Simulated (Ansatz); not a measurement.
A nudged elastic band was laid between two geometries of BrGaH₃O (6 atoms, charge 1, multiplicity 1).

Level of theory: Ansatz, RKS r2SCAN-D4/def2-mTZVP.

```yaml
movable_images: 7
climbing_image: yes
spring: 5.0 eV/Å²
optimiser: quadratic models (default)
start_path: through a guess of the saddle point
force_threshold: 0.05 eV/Å
iteration_limit: 47
end_points: relaxed
```

Image 0:

```xyz
6
Properties=species:S:1:pos:R:3
O -0.539 0.096 -0.801
Ga 0.679 0.109 0.766
Br 0.051 -1.680 1.900
H -1.217 -0.587 -0.945
H -0.561 0.733 -1.536
H 1.586 1.328 0.617
```

Image 8:

```xyz
6
Properties=species:S:1:pos:R:3
O -0.535 0.092 -0.805
Ga 0.679 0.109 0.766
Br 0.053 -1.681 1.901
H -0.563 0.738 -1.533
H -1.218 -0.586 -0.947
H 1.585 1.329 0.618
```

(1) What changes between the two ends?

(2) Give the energies along the band, and the barrier.

(3) What is the geometry of the highest image?

(4) What are the harmonic wavenumbers there?

The band took 7 iterations and roughly 7 core-minutes.

Results:

(1) No bond is made or broken. The dihedral H5–O1–Ga2–Br3 goes from -179 to 0°. The two ends are copies of one structure, up to a mirror image or an exchange of like atoms.

(2) The run converged. The highest image is number 4 of 0 to 8, 17.5 kJ/mol above the ends, which have the same energy within 2 meV. A vibrational analysis at the climbing image gives one clearly imaginary mode, 255i cm⁻¹: a first-order saddle point. Limits of this set-up: the dipole of an ion depends on the origin.

| image | path coordinate (Å) | energy (kJ/mol) | dihedral H5–O1–Ga2–Br3 (°) |
| --- | --- | --- | --- |
| 0 | 0.00 | 0.0 | -179 |
| 1 | 0.41 | 2.8 | -143 |
| 2 | 0.82 | 9.1 | -114 |
| 3 | 1.24 | 15.1 | -89 |
| 4 | 1.65 | 17.5 | -65 |
| 5 | 2.06 | 15.1 | -43 |
| 6 | 2.47 | 9.1 | -23 |
| 7 | 2.88 | 2.8 | -7 |
| 8 | 3.30 | 0.0 | 0 |

(3) 
```xyz
6
Properties=species:S:1:pos:R:3
O -0.517 0.275 -0.888
Ga 0.662 0.151 0.775
Br 0.257 -1.833 1.660
H -1.484 0.274 -0.768
H -0.342 -0.340 -1.623
H 1.424 1.473 0.844
```

(4) 255i, 129, 353, 362, 409, 464, 577, 675, 1713, 2134, 3686, 3763 cm⁻¹.

Time of the run: 3.6 min on 2 threads of Arm Neoverse V1 (shared host), peak memory 0.18 GiB.
